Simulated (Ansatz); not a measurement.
C2H8GeO2 (SMILES CC[O][GeH2][OH]), singlet, geometry from GFN2-xTB, atoms displaced at random by about 0.08 Å a coordinate; Ansatz (an electronic-structure program) with HF/STO-3G, gradient.

Ansatz was given this input:
Ansatz 0.2 input:
```yaml
crystal:
  periodic: [false, false, false]
  atoms:
    - {symbol: Ge, position_ang: [0.84308522, 0.14531790, 0.71823151]}
    - {symbol: O, position_ang: [1.58326785, -0.19837829, -0.89290587]}
    - {symbol: O, position_ang: [-0.95765044, -0.31952726, 0.40706232]}
    - {symbol: C, position_ang: [-1.80677229, 0.48485057, -0.65903253]}
    - {symbol: C, position_ang: [-2.95928539, -0.63468758, -1.01225392]}
    - {symbol: H, position_ang: [1.22957405, 1.52655399, 0.88997064]}
    - {symbol: H, position_ang: [1.19656667, -0.88384185, 1.61788608]}
    - {symbol: H, position_ang: [1.67690039, -0.99378923, -1.35901993]}
    - {symbol: H, position_ang: [-1.20039057, 0.43656807, -1.64099338]}
    - {symbol: H, position_ang: [-2.31241131, 1.22892360, -0.31368050]}
    - {symbol: H, position_ang: [-3.53882349, -0.14813463, -1.69010022]}
    - {symbol: H, position_ang: [-2.36250384, -1.58745943, -1.28691336]}
    - {symbol: H, position_ang: [-3.45515775, -1.02947182, -0.01467747]}
basis:
  gaussian:
    orbitals: STO-3G
hamiltonian:
  xc: hf
output: {forces: true}
```

Task: Predict the main parts of the log of this Ansatz run.

Result: 
```
Functional definition: HF
583 factors; integrals over basis functions are off by at most 2.9e-5 eV
mean field evaluation 1: about -62005.6160 eV, gradient 3.2e1 eV
mean field evaluation 2: about -62005.8198 eV, gradient 3.2e1 eV
mean field evaluation 4: about -62009.9007 eV, gradient 2.3e0 eV
mean field evaluation 8: about -62009.9244 eV, gradient 5.1e-2 eV
mean field -62009.92443605 eV, -2278.8226911883 hartree, gradient 1.5e-5 eV, S^2 0.000000; 0 other end points of the search recorded, 0 dependent functions left out
the calculation of the forces begins
reference -62009.92443605 eV, -2278.8226911883 hartree; 34, 34 occupied and 12, 12 virtual orbitals, 583 factors
Total energy: -62009.92443605 eV, -2278.8226911883 hartree
Atom 0 at     0.843085     0.145318     0.718232 Å, force    -1.817701    -2.116206    -4.899223 eV/Å
Atom 1 at     1.583268    -0.198378    -0.892906 Å, force    -0.457789     5.648375     3.220649 eV/Å
Atom 2 at    -0.957650    -0.319527     0.407062 Å, force    -0.335719     3.730774    -1.828237 eV/Å
Atom 3 at    -1.806772     0.484851    -0.659033 Å, force     5.834916   -14.217167    -1.902529 eV/Å
Atom 4 at    -2.959285    -0.634688    -1.012254 Å, force     5.649910    -3.349213     6.875998 eV/Å
Atom 5 at     1.229574     1.526554     0.889971 Å, force    -0.341988    -0.374151     0.387939 eV/Å
Atom 6 at     1.196567    -0.883842     1.617886 Å, force     0.292329     0.135196     0.769097 eV/Å
Atom 7 at     1.676900    -0.993789    -1.359020 Å, force    -0.413939    -4.029052    -0.556164 eV/Å
Atom 8 at    -1.200391     0.436568    -1.640993 Å, force    -1.268823     2.075851     2.212859 eV/Å
Atom 9 at    -2.312411     1.228924    -0.313680 Å, force    -2.848762     7.366254     2.455355 eV/Å
Atom 10 at    -3.538823    -0.148135    -1.690100 Å, force    -2.992245     0.493359    -2.851692 eV/Å
Atom 11 at    -2.362504    -1.587459    -1.286913 Å, force    -1.897799     2.520137    -0.779252 eV/Å
Atom 12 at    -3.455158    -1.029472    -0.014677 Å, force     0.597609     2.115842    -3.104800 eV/Å
Dipole moment:     0.051099     0.073331     0.154999 e Å
```
